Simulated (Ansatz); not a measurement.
Geometry optimisation of CH4F2Si, SMILES `C[SiH](F)F`.

```yaml
crystal:
  periodic: [false, false, false]
  atoms:
    - {symbol: C, position_ang: [-0.391832, 0.890609, -0.175180]}
    - {symbol: Si, position_ang: [0.328401, -0.782483, 0.188628]}
    - {symbol: F, position_ang: [1.957013, -0.680034, 0.229409]}
    - {symbol: F, position_ang: [-0.041558, -1.812595, -1.022373]}
    - {symbol: H, position_ang: [-0.012133, 1.280548, -1.140516]}
    - {symbol: H, position_ang: [-0.122950, 1.612240, 0.622771]}
    - {symbol: H, position_ang: [-1.497862, 0.834129, -0.232200]}
    - {symbol: H, position_ang: [-0.126979, -1.399414, 1.473561]}
basis:
  gaussian: {orbitals: def2-TZVP}
hamiltonian: {xc: pbe0, dispersion: d4}
relax: {f_tol: 0.005, max_steps: 150}
```

```sh
$ ansatz run in.yaml --threads 2 --pin off --events-out ev --progress --plain
```

Output, abridged:

```
Functional definition: PBE0
mean field -14410.85787776 eV, -529.5892589774 hartree, gradient 6.1e-5 eV, S^2 0.000000; 0 other end points of the search recorded, 0 dependent functions left out
relax step   1: F+E_penalty+E_count = -14410.96126499 eV  Δ(F+E_penalty+E_count) = +0.000e0 eV  max|allowed force component| = 1.344e0 eV/Å  Δτ_max = 0.0000 Å  (27 SCF iters, accepted)
mean field -14410.91453786 eV, -529.5913411975 hartree, gradient 2.4e-5 eV, S^2 0.000000; 0 other end points of the search recorded, 0 dependent functions left out
relax step   2: F+E_penalty+E_count = -14411.01809706 eV  Δ(F+E_penalty+E_count) = -5.683e-2 eV  max|allowed force component| = 8.106e-1 eV/Å  Δτ_max = 0.0210 Å  (29 SCF iters, accepted)
mean field -14410.93605058 eV, -529.5921317755 hartree, gradient 2.4e-5 eV, S^2 0.000000; 0 other end points of the search recorded, 0 dependent functions left out
relax step   3: F+E_penalty+E_count = -14411.03993548 eV  Δ(F+E_penalty+E_count) = -2.184e-2 eV  max|allowed force component| = 4.238e-2 eV/Å  Δτ_max = 0.0232 Å  (28 SCF iters, accepted)
mean field -14410.93622909 eV, -529.5921383356 hartree, gradient 2.4e-5 eV, S^2 0.000000; 0 other end points of the search recorded, 0 dependent functions left out
relax step   4: F+E_penalty+E_count = -14411.04009227 eV  Δ(F+E_penalty+E_count) = -1.568e-4 eV  max|allowed force component| = 1.085e-2 eV/Å  Δτ_max = 0.0027 Å  (31 SCF iters, accepted)
mean field -14410.93623621 eV, -529.5921385974 hartree, gradient 1.5e-5 eV, S^2 0.000000; 0 other end points of the search recorded, 0 dependent functions left out
relax step   5: F+E_penalty+E_count = -14411.04009989 eV  Δ(F+E_penalty+E_count) = -7.618e-6 eV  max|allowed force component| = 7.026e-3 eV/Å  Δτ_max = 0.0043 Å  (23 SCF iters, accepted)
mean field -14410.93625002 eV, -529.5921391049 hartree, gradient 1.3e-5 eV, S^2 0.000000; 0 other end points of the search recorded, 0 dependent functions left out
relax step   6: F+E_penalty+E_count = -14411.04011074 eV  Δ(F+E_penalty+E_count) = -1.085e-5 eV  max|allowed force component| = 1.329e-3 eV/Å  Δτ_max = 0.0015 Å  (22 SCF iters, accepted)
mean field -14410.93625002 eV, -529.5921391049 hartree, gradient 1.3e-5 eV, S^2 0.000000; 1 other end points of the search recorded, 0 dependent functions left out
Total energy: -14411.04013617 eV, -529.5959568503 hartree
Atom 0 at    -0.387127     0.881707    -0.174696 Å, force     0.000229     0.000062    -0.000437 eV/Å
Atom 1 at     0.329275    -0.775158     0.180617 Å, force    -0.000855     0.000063     0.001329 eV/Å
Atom 2 at     1.916347    -0.678265     0.226665 Å, force     0.000270     0.000669     0.000029 eV/Å
Atom 3 at    -0.035361    -1.783927    -0.994005 Å, force    -0.000608     0.000215    -0.000383 eV/Å
Atom 4 at    -0.013383     1.269012    -1.125407 Å, force     0.000228     0.000199    -0.000374 eV/Å
Atom 5 at    -0.122707     1.590998     0.613284 Å, force     0.000180    -0.000226     0.000016 eV/Å
Atom 6 at    -1.476818     0.824375    -0.231365 Å, force     0.000108    -0.000291    -0.000186 eV/Å
Atom 7 at    -0.118125    -1.385743     1.449007 Å, force     0.000449    -0.000693     0.000005 eV/Å
Dipole moment:    -0.271450     0.325871     0.138847 e Å
```

It took 15 s on 2 threads of a server CPU on a shared host, with 0.34 GiB of host memory at the peak.
